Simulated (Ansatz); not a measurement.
One change: `C#C[O][GeH2][CH3]` becomes `C#CO[SiH2]Br`.

Ansatz, PBE0-D4/def2-TZVP geometries, multiplicity 1. Each molecule was computed in one conformer, which needn't be the lowest.

Scalar relativity is left out up to krypton.

| property | `C#C[O][GeH2][CH3]` |
| --- | --- |
| HOMO energy (B3LYP/def2-TZVPP) / eV | -6.55 |
| HOMO energy (ωB97M-V/def2-TZVPP) / eV | -9.04 |
| HOMO–LUMO gap (PBE/def2-TZVPP) / eV | 4.59 |
| size of the dipole moment (ωB97M-V/def2-TZVPP) / D | 3.10 |
| HOMO energy (PBE/def2-TZVPP) / eV | -5.52 |
| HOMO energy (PBE0/def2-TZVPP) / eV | -6.78 |

(1) What does the change do to each property? (Best estimate.)

## Answers

(1) Computed: 
| property | `C#CO[SiH2]Br` | shift |
| --- | --- | --- |
| HOMO energy (B3LYP/def2-TZVPP) / eV | -7.30 | -0.75 |
| HOMO energy (ωB97M-V/def2-TZVPP) / eV | -9.83 | -0.79 |
| HOMO–LUMO gap (PBE/def2-TZVPP) / eV | 5.00 | 0.41 |
| size of the dipole moment (ωB97M-V/def2-TZVPP) / D | 1.37 | -1.73 |
| HOMO energy (PBE/def2-TZVPP) / eV | -6.25 | -0.73 |
| HOMO energy (PBE0/def2-TZVPP) / eV | -7.54 | -0.76 |

With PBE0 the HOMO falls by 0.76 eV and the LUMO falls by 0.35 eV, so the gap widens by about 0.41 eV. PBE moves the HOMO by -0.73 eV and ωB97M-V by -0.79 eV. Dipoles are sizes alone; their direction can turn.

B3LYP here is the variant with VWN-RPA as its local correlation; programs differ in this.

Spin–orbit coupling is left out; it splits and shifts lone-pair levels of the heavy atoms by tenths of an eV.
